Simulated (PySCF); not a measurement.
Results of a calculation; reference values are marked as such.
# AlBHNF5(-)

The system: AlBHNF5(-), a molecule drawn as a unit of a network glass or zeolite (built as: Al B3, F ends, N bridges); charge -1, singlet. The structure, one conformer, was relaxed in the gas phase by PBE0-D3(BJ)/def2-SVP. No frequency run checks that it is a minimum.

SMILES: FB(F)[NH][Al-]([F])([F])[F]

Coordinates in Å:
```
F1     -2.268   -0.352   -0.295
B2     -1.426    0.692   -0.406
F3     -2.047    1.841   -0.776
N4     -0.071    0.606   -0.171
Al5     1.056   -0.788    0.349
F6      0.737   -1.295    1.935
F7      2.607   -0.094    0.265
F8      0.942   -2.115   -0.699
H9      0.428    1.482   -0.300
```

Shieldings: GIAO PBE0/aug-pcSseg-2.  Core levels by delta-SCF with SCAN, aug-pcX-2 on the ionised atom and aug-pcseg-1 elsewhere, spin-free X2C (2p3/2 is the spin-free 2p value less a third of a first-order spin-orbit splitting); from the vacuum level, for chosen atoms.

Problem. Give the NMR and core-level values of the distinct atoms.

Solution. 
| atoms | bonded to | σ (ppm) | δ (ppm) | core level (eV) |
| --- | --- | --- | --- | --- |
| F1 | 1 B | 319.7 | - | - |
| B2 | 2 F + 1 N | 80.0 | - | - |
| F3 | 1 B | 317.0 | - | - |
| N4 | 1 Al + 1 B + 1 H | 202.9 | - | 1s 400.18 |
| Al5 | 3 F + 1 N | 504.5 | - | 2p3/2 76.13 |
| F6 | 1 Al | 388.0 | - | 1s 686.54 |
| F7 | 1 Al | 388.1 | - | 1s 686.62 |
| F8 | 1 Al | 388.8 | - | 1s 686.56 |
| H9 | 1 N | 29.90 | - | - |

Values are those of this one static structure; atoms that internal rotation interchanges would show their mean in an NMR spectrum.

Problem. By CAM-B3LYP/def2-SVPD (TDDFT singlets, Tamm-Dancoff triplets, ionisation by delta-SCF), where does absorption start, and what does vertical ionisation take?

Solution. The lowest singlet lies at 6.55 eV (f 0.032), the strongest of the first 6 at 8.78 eV (f 0.249), the lowest triplet at 6.35 eV; vertical ionisation takes 6.61 eV.

Excited states of gas-phase anions may lie above the detachment limit and hang on the basis.

The 3 runs behind this took 2.7 min in all, one thread each of Arm Neoverse V2 on a shared host, launched as `OMP_NUM_THREADS=1 python cluster_run.py task.json out`.
